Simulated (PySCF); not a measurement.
Isomers of C3H4S. Isolated molecules, 0 K electronic values unless said otherwise. One relaxed conformer stands for each flexible species; it need not be the lowest. Strings in code marks are SMILES.

The S1–T1 gap (TDA) from two functionals at the same geometries (PBE0-D3(BJ)/def2-TZVP), both in PySCF: PBE-D3(BJ)/def2-TZVP and B3LYP-D3(BJ)/def2-TZVP. B3LYP has the VWN-RPA correlation part, as in Gaussian. Excitations are Tamm–Dancoff values on a coarser integration grid. The basis has no diffuse functions, so Rydberg states are missing or too high.

```tsv
species	B3LYP-D3(BJ)/def2-TZVP (eV)
`CC#CS`	0.36
`C1=CC1S` (H–S–C–C torsion 152°)	0.53
`S=C1CC1`	0.49
`SCC#C`	0.56
```

Task: What does PBE-D3(BJ)/def2-TZVP give for each?

Result: 
- `CC#CS`: 0.35
- `C1=CC1S` (H–S–C–C torsion 152°): 0.19
- `S=C1CC1`: 0.51
- `SCC#C`: 0.55
Over these rows, drawn at random from the members with no instability flagged (it was tested for open shells, ions and some series alone), PBE minus B3LYP-D3(BJ): mean -0.09 eV, from -0.34 eV to +0.02 eV.
